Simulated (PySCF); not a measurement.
Vertical excitations of a molecule C2H8O2Si from PySCF 2.14.0 with TDDFT-PBE/def2-SVPD, as energy in eV (oscillator strength): 6.41 (0.003), 6.59 (0.007), 6.67 (0.020), 6.82 (0.001), 7.10 (0.031), 7.17 (0.014), 7.24 (0.005), 7.31 (0.004), 7.37 (0.011), 7.37 (0.007). Lowest triplet (TDA): 6.21 eV. Geometry: ωB97X-D3(BJ)/def2-SVP. One conformer was computed; it need not be the lowest.

**Question.** Pick the molecule that these values belong to.
(A) CO[SiH2]OC
(B) OCC[SiH2]O
(C) CO[Si@@H](C)O
(D) COCO[SiH3]

**Answer.** A, CO[SiH2]OC
